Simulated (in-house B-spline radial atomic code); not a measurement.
Inner levels of thallium as electrons are removed. A shift is the extra binding of the orbital against the neutral atom ([Xe] 4f14 5d10 6s2 6p1/2(1)). The density at the nucleus is averaged over the nuclear charge. Computed with a radial B-spline atomic code at the basis-set limit: Dirac-Hartree-Fock, jj configuration that fills j = l - 1/2 first, finite nuclei.

A number in brackets counts the electrons of a j subshell.

```csv
ion,configuration,shift of 3p3/2 (eV),shift of 3d3/2 (eV),shift of 4d3/2 (eV),radius of 3p3/2 (bohr),radius of 3d3/2 (bohr),radius of 4d3/2 (bohr),Σ<r²> (bohr²),change of density at nucleus (bohr⁻³)
Tl,[Xe] 4f14 5d10 6s2 6p1/2(1),0,0,0,0.18328,0.15964,0.4324,68.648,-
Tl+,[Xe] 4f14 5d10 6s2,7.7737,7.7716,7.7732,0.18328,0.15964,0.43239,52.428,29.98
Tl2+,[Xe] 4f14 5d10 6s1,18.199,18.201,18.213,0.18328,0.15964,0.43237,44.025,-140.38
Tl3+,[Xe] 4f14 5d10,29.59,29.598,29.612,0.18328,0.15964,0.43233,37.167,-363.49
Tl4+,[Xe] 4f14 5d3/2(4) 5d5/2(5),46.816,46.891,46.818,0.18327,0.15963,0.43226,33.745,-329.19
Tl5+,[Xe] 4f14 5d3/2(4) 5d5/2(4),65.229,65.386,65.165,0.18327,0.15963,0.43215,30.769,-287.19
Tl6+,[Xe] 4f14 5d3/2(4) 5d5/2(3),84.73,84.984,84.549,0.18326,0.15962,0.43203,28.13,-237.74
Tl7+,[Xe] 4f14 5d3/2(4) 5d5/2(2),105.25,105.61,104.89,0.18326,0.15961,0.43187,25.753,-181.16
Tl8+,[Xe] 4f14 5d3/2(4) 5d5/2(1),126.72,127.22,126.13,0.18325,0.1596,0.43168,23.59,-117.69
Tl9+,[Xe] 4f14 5d3/2(4),149.1,149.75,148.22,0.18324,0.15959,0.43147,21.603,-47.55
Tl10+,[Xe] 4f14 5d3/2(3),172.78,173.36,171.07,0.18323,0.15959,0.43181,19.818,34.72
Tl11+,[Xe] 4f14 5d3/2(2),197.3,197.82,194.66,0.18322,0.15959,0.43166,18.156,123.37
Tl12+,[Xe] 4f14 5d3/2(1),222.65,223.09,218.96,0.1832,0.15958,0.43148,16.601,218.31
Tl13+,[Xe] 4f14,248.8,249.17,243.95,0.18319,0.15958,0.43127,15.141,319.35
Tl14+,[Kr] 4d10 4f14 5s2 5p1/2(2) 5p3/2(3),277.6,278.29,272.08,0.18319,0.15956,0.43079,13.977,459.59
Tl15+,[Kr] 4d10 4f14 5s2 5p1/2(2) 5p3/2(2),307.03,308.06,300.76,0.18318,0.15954,0.43027,12.863,605.03
Tl16+,[Kr] 4d10 4f14 5s2 5p1/2(2) 5p3/2(1),337.08,338.46,329.98,0.18318,0.15953,0.42973,11.793,755.64
Tl17+,[Kr] 4d10 4f14 5s2 5p1/2(2),367.73,369.5,359.73,0.18317,0.15951,0.42915,10.767,911.48
Tl18+,[Kr] 4d10 4f14 5s2 5p1/2(1),400.69,402.55,391.1,0.18315,0.15948,0.42821,9.8723,907.57
Tl19+,[Kr] 4d10 4f14 5s2,434.29,436.25,423,0.18312,0.15946,0.42725,9.0117,899.78
Tl20+,[Kr] 4d10 4f5/2(6) 4f7/2(7) 5s2,485.67,488.39,469.18,0.18308,0.15945,0.42425,8.5838,1204.14
Tl21+,[Kr] 4d10 4f5/2(6) 4f7/2(7) 5s1,521.32,524.34,503.18,0.18305,0.15943,0.42333,7.8277,-990.98
Tl22+,[Kr] 4d10 4f5/2(6) 4f7/2(7),557.53,560.88,537.64,0.18303,0.1594,0.42239,7.095,-3288.05
```
